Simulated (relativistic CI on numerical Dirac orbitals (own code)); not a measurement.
# Mn⁴⁺ in a cubic cluster: 1s photoemission with charge transfer

Computed with a charge-transfer multiplet model of a cubic metal-ligand cluster with up to 2 ligand holes, Slater and spin-orbit integrals from Dirac-Coulomb-Breit ions, Slater integrals scaled by 0.9. The ground state mixes d3 with configurations of k ligand holes L, whose averages lie at kΔ + k(k − 1)U_dd/2; a core hole lowers each added d electron by U_cd. 20 K, Lorentzian 1.1 eV and Gaussian 0.6 eV FWHM.

Atomic integrals in eV (Slater integrals scaled, ζ unscaled), ground: F2dd 11.113, F4dd 6.992, zeta_d 0.050; with the core hole: F2dd 12.558, F4dd 7.930, zeta_d 0.073, G2cd 0.070.

Cluster parameters (eV): Δ = -1.7, U_dd = 6.8, 10Dq = 0.3, 10Dq(ligand) = 0.5, V(eg) = 2.25, V(t2g) = -1.07, final-state hopping factor = 0.8.

```csv
Case,n_d,d3,d4L,d5L2,S
U_cd = 7.3 eV,4.03,0.18,0.61,0.21,1.50
U_cd = 7.9 eV,4.03,0.18,0.61,0.21,1.50
U_cd = 9.1 eV,4.03,0.18,0.61,0.21,1.50
```

Weights, n_d and S are thermal averages at 20 K. Binding energies count from the first peak over 30 % of the highest in each spectrum, which can be another peak from case to case. The parameters are a model scan and need not match a compound or its usual spin state. Peaks in eV (height, largest 100):
- U_cd = 7.3 eV: 0.0 (100), 3.8 (48), 8.5 (10), 10.7 (10), 12.5 (7)
- U_cd = 7.9 eV: 0.0 (100), 3.9 (53), 8.5 (11), 10.8 (13), 12.8 (8)
- U_cd = 9.1 eV: 0.0 (100), 4.0 (61), 8.5 (13), 11.1 (23), 13.3 (9), 14.7 (7), 22.7 (8)

Curve for U_cd = 7.9 eV (points under 2 left out, the grid thinned):

```csv
E (eV),Intensity
-3.5,3.2
-3.0,4.3
-2.5,6.0
-2.1,8.4
-1.6,13.8
-1.1,26.6
-0.6,58.9
-0.2,93.8
0.3,85.5
0.8,42.7
1.3,21.6
1.7,15.3
2.2,13.3
2.7,16.5
3.2,29.2
3.7,50.4
4.1,48.8
4.6,26.6
5.1,13.9
5.6,9.9
6.0,9.2
6.5,8.5
7.0,6.9
7.5,6.5
8.0,8.8
8.4,11.2
8.9,10.0
9.4,7.3
9.9,7.8
10.3,10.6
10.8,13.0
11.3,9.4
11.8,6.3
12.3,6.7
12.7,7.7
13.2,6.8
13.7,5.4
14.2,4.8
14.6,4.2
15.1,2.8
19.7,2.3
20.2,3.6
20.6,4.8
21.1,4.0
21.6,2.0
```

For the case U_cd = 7.9 eV, Δ = -1.7 eV is smaller than U_dd = 6.8 eV, the charge-transfer side of the Zaanen-Sawatzky-Allen scheme (negative Δ: between configuration averages a ligand hole costs less than the nominal valence; multiplet and field energies can change this for the lowest states). With the core hole the configuration with one ligand hole lies at Δ − U_cd = -9.0, -9.6, -10.8 eV from the one without, in the order of the table; where this is negative the screened configuration lies lower.

With at most 2 ligand holes the space is cut while the next configuration still counts, so covalency is underestimated, and a final configuration with one more ligand hole, which can lie low, is missing from the spectra.
